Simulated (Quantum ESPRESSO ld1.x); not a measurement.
Results of a calculation; reference values are marked as such.
Task: Species: Cr VIII. Configuration: [Ne] 3s2 3p5. Code: ld1.x of Quantum ESPRESSO 7.5. Model: Dirac Kohn-Sham, PBEsol, spin-unpolarised, spherical densities, point nucleus; open shells are shared between the two j in proportion to 2j + 1. Some entries of the table are withheld. Estimate them.

orbital     occ.  eigenvalue (eV)  r(max) (bohr)  <r^2> (bohr^2)
1s1/2          2         -6020.30          0.042             (1)
2s1/2          2         -814.705          0.244          0.1012
2p1/2          2         -714.534          0.197         0.08164
2p3/2          4         -705.885          0.198         0.08330
3s1/2          2         -203.643          0.748          0.7876
3p1/2    1.66667         -174.347          0.748             (2)
3p3/2    3.33333         -173.019          0.754             (3)

Result: 
(1) 1s1/2 <r^2> (bohr^2): 0.005441
(2) 3p1/2 <r^2> (bohr^2): 0.8283
(3) 3p3/2 <r^2> (bohr^2): 0.8394
